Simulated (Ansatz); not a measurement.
B13⁺. The state is a triplet with charge 1. Geometry PBE-D4/def2-SVP, that of the neutral doublet; atoms count from 1.

```xyz
13

B    -0.049    0.149   -2.612
B     2.529    0.162    0.810
B     2.544    0.255   -0.735
B     1.055    0.090    0.016
B    -1.537   -0.007   -2.193
B    -0.100   -0.152    2.608
B     1.262    0.005    1.808
B     1.296    0.213   -1.769
B    -0.428   -0.085    0.910
B    -2.299   -0.243    0.747
B    -2.284   -0.153   -0.813
B    -0.408    0.023   -0.924
B    -1.580   -0.256    2.148
```

At PBE0-D4/def2-TZVP a singlet of charge 1 lies 1.47 eV below the triplet at the same geometry. The structure comes from a short search, and lower isomers may exist.

(1) Estimate the Mulliken populations from the PBE0/def2-TZVP orbitals of Ansatz.

(2) Where does the spin sit?

(3) And the Mayer bond orders between heavy atoms (over 0.3)?

## Answers

(1) 
```csv
atom,charge (e),spin (α − β)
B1,0.15,0.34
B2,0.14,0.35
B3,0.14,0.35
B4,0.09,0.05
B5,0.16,-0.06
B6,0.15,0.34
B7,0.04,-0.03
B8,0.04,-0.03
B9,-0.08,0.02
B10,0.05,0.35
B11,0.05,0.35
B12,-0.08,0.02
B13,0.16,-0.06
```
Mulliken values depend strongly on the basis.

(2) Summed by element: B 2.00, of 2 unpaired in all. Largest on single atoms: B11 0.35, B10 0.35, B3 0.35.

(3) B1–B5 1.23 (1.55 Å); B1–B8 1.00 (1.59 Å); B1–B12 0.71 (1.73 Å); B2–B3 1.25 (1.55 Å); B2–B4 0.68 (1.68 Å); B2–B7 1.01 (1.62 Å); B3–B4 0.68 (1.68 Å); B3–B8 1.01 (1.62 Å); B4–B7 0.44 (1.81 Å); B4–B8 0.44 (1.81 Å); B4–B9 0.60 (1.74 Å); B4–B12 0.60 (1.74 Å); B5–B11 1.12 (1.58 Å); B5–B12 0.66 (1.70 Å); B6–B7 1.00 (1.59 Å); B6–B9 0.71 (1.73 Å); B6–B13 1.23 (1.55 Å); B7–B9 0.49 (1.92 Å); B8–B12 0.49 (1.91 Å); B9–B10 0.41 (1.88 Å); B9–B12 0.58 (1.84 Å); B9–B13 0.66 (1.70 Å); B10–B11 1.27 (1.56 Å); B10–B13 1.12 (1.57 Å); B11–B12 0.41 (1.89 Å).
